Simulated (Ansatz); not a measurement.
Total energies of SnEt3Br (C₆H₁₅BrSn) from Ansatz at r2SCANh-D4/def2-TZVP, gas phase (1 Eh = 27.2114 eV = 2625.5 kJ/mol). The reference geometry is relaxed at PBE-D4/def2-SVP.

```
                 state   geometry  energy (Eh)
      charge 0 singlet  reference  -3026.16379
      charge 1 doublet  reference  -3025.84148
     charge -1 doublet  reference  -3026.12016
free Sn atom (triplet)          –   -214.32041
 free C atom (triplet)          –    -37.83336
 free H atom (doublet)          –     -0.49990
free Br atom (doublet)          –  -2574.09308
```

In the def2 sets Sn takes a core potential; there is no spin–orbit coupling.

Problem. Work out the vertical ionisation energy to the doublet.

Solution. E(charge 1 doublet) − E(charge 0 singlet) = -3025.84148 − (-3026.16379) = 0.32231 Eh = 8.77 eV. For comparison, −ε of the highest occupied level is 6.81 eV at this level, 1.96 eV less.

Problem. Work out the vertical electron affinity, to the doublet.

Solution. E(charge 0 singlet) − E(charge -1 doublet) = -3026.16379 − (-3026.12016) = -0.04363 Eh = -1.19 eV; negative, so the extra electron isn't bound. The basis lacks diffuse functions, which makes affinities too small.

Problem. Give the fundamental gap IE − EA, the Mulliken electronegativity (IE + EA)/2 and the hardness (IE − EA)/2.

Solution. From the values in Eh: IE − EA = 0.32231 − (-0.04363) = 0.36594 Eh = 9.96 eV; (IE + EA)/2 = 3.79 eV; (IE − EA)/2 = 4.98 eV. The HOMO–LUMO gap of the same run is 6.25 eV, 3.71 eV smaller than the fundamental gap.

Problem. What is the binding energy per atom against free atoms?

Solution. Atoms: 1 × (-214.32041) + 6 × (-37.83336) + 15 × (-0.49990) + 1 × (-2574.09308) = -3022.91215 Eh. Binding: -3022.91215 − (-3026.16379) = 3.25164 Eh = 88.48 eV, or 3.85 eV for each of 23 atoms (no zero-point energy, no counterpoise term).

At r2SCANh-D4/def2-TZVP the highest occupied level of the charge -1 doublet lies above zero (up to 2.85 eV). By energy differences it is unbound by 1.19 eV (vertical, against the charge 0 singlet, at r2SCANh-D4/def2-TZVP) and held by the finite basis.
